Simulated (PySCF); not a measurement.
# Te: ionisation energy

Te [Kr] 4d10 5s2 5p4 (3P) → Te⁺ [Kr] 4d10 5s2 5p3 (4S), as a difference of total energies. All numbers are calculated (PySCF 2.14, a scalar-relativistic core potential, in aug-cc-pVTZ-PP with ECP28MDF (6s5p4d2f, 55 functions)). Correlated levels: valence: 4s2 4p6 4d10 frozen. The calculations carry no spin-orbit coupling.

```csv
method,ionisation energy (eV)
UHF,7.734
LDA,8.989
PBE,8.721
PBE0,8.722
r2SCAN,8.735
r2SCAN0,8.742
B97-3,8.687
PBEsol,8.714
wB97X,8.982
MP2 (valence),8.357
SCS-MP2 (valence),8.416
```

Problem. How much does correlation contribute at MP2 (valence)?

Solution. 8.357 − (7.734) = 0.623 eV, measured against UHF.

Errors of the correlated levels include the incompleteness of this basis and the frozen core.

For comparison: 8.749 eV (measured; NIST levels, between the centres of gravity of the two terms).
